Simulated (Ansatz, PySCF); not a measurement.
Gas-phase reaction in SMILES: F[S](F)F → F[S](F)F as singlet, charge -1 (an electron is taken up)
Geometries: B3LYP-D3(BJ)/def2-TZVP minima from Ansatz (a quantum-chemistry and plane-wave program). A spin state is the lowest found, not a proven ground state.
Geometry of the first species:
```
S
F 1 1.5809
F 1 1.6775 2 88.13
F 1 1.6775 2 88.13 3 165.90
```
Charge 0, spin multiplicity 2.

Wanted: adiabatic electron affinity (electronic energy difference), positive where the reaction releases energy, in eV. Cores are frozen in the correlated levels unless marked. UHF or UKS for open shells. Spin-orbit coupling is left out. Non-relativistic. FCI takes restricted orbitals. Anions need diffuse functions: aug- sets have them; def2-D sets add few; the other sets have none. Basis-set limits of correlation are two-point, X^-3; Hartree-Fock from the larger set. [CCSD(T)-MP2]/basis is that difference in the basis named.

```
level                                                                             program  adiabatic electron affinity (eV)
-------------------------------------------------------------------------  --------------  --------------------------------
SVWN5/def2-TZVPD                                                                   Ansatz                                 ?
PBE/def2-TZVPD                                                                     Ansatz                              2.73
PBE-D3(BJ)/def2-TZVPD                                                      Ansatz + dftd3                              2.73
BLYP-D3(BJ)/def2-TZVPD                                                     Ansatz + dftd3                              2.84
BLYP-D4/def2-TZVPD                                                         Ansatz + dftd4                              2.86
BLYP/def2-TZVPD                                                                    Ansatz                              2.84
BP86/def2-TZVPD                                                                     PySCF                              2.86
PBE0/STO-3G                                                                        Ansatz                             -2.88
PBE0/def2-QZVPP                                                                    Ansatz                              2.65
wB97M-V/def2-TZVPD                                                                 Ansatz                              2.91
PBE-QIDH/def2-TZVPD                                                                Ansatz                                 ?
SCS-MP2/6-31G                                                                      Ansatz                              3.91
SCS-MP2/cc-pwCVTZ                                                                  Ansatz                              2.56
CCSD/cc-pV(D+d)Z                                                                   Ansatz                              2.32
FCI/STO-3G                                                                         Ansatz                             -4.03
RI-MP2/CBS(aug-cc-pV(T+d)Z,aug-cc-pV(Q+d)Z)+[CCSD(T)-MP2]/aug-cc-pV(D+d)Z          Ansatz                                 ?
```

Q: Some entries are withheld; supply them.

A: 
- SVWN5/def2-TZVPD, adiabatic electron affinity (eV): 2.72
- PBE-QIDH/def2-TZVPD, adiabatic electron affinity (eV): 2.80
- RI-MP2/CBS(aug-cc-pV(T+d)Z,aug-cc-pV(Q+d)Z)+[CCSD(T)-MP2]/aug-cc-pV(D+d)Z, adiabatic electron affinity (eV): 3.03
